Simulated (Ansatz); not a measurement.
The cluster Nb2S. Total charge 0; triplet. Geometry r2SCAN-D4/def2-TZVP, that of the charge +1 doublet; atoms count from 1.

```xyz
3

Nb    1.1288   -0.2056    0.5843
Nb   -0.9906   -0.7145    0.4076
S    -0.1382    0.9202   -0.9919
```

In the def2 sets Nb takes a core potential; there is no spin–orbit coupling. At PBE0-D4/def2-TZVP a singlet of charge 0 lies 0.56 eV below the triplet at the same geometry. The structure comes from a short search, and lower isomers may exist.

Problem. Estimate the Mulliken populations from the PBE0/def2-TZVP orbitals of Ansatz.

Solution. 
| atom | charge (e) | spin (α − β) | d electrons |
| --- | --- | --- | --- |
| Nb1 | 0.23 | 0.47 | 3.70 |
| Nb2 | 0.36 | 1.46 | 3.80 |
| S3 | -0.59 | 0.08 | – |
Mulliken values and Mayer orders depend strongly on the basis.

Problem. Where does the spin sit?

Solution. Summed by element: Nb 1.92, S 0.08, of 2 unpaired in all. Largest on single atoms: Nb2 1.46, Nb1 0.47, S3 0.08.

Problem. And the Mayer bond orders between bonded heavy atoms (over 0.3)?

Solution. Nb1–Nb2 3.46 (2.19 Å); Nb1–S3 1.33 (2.31 Å); Nb2–S3 1.06 (2.31 Å).
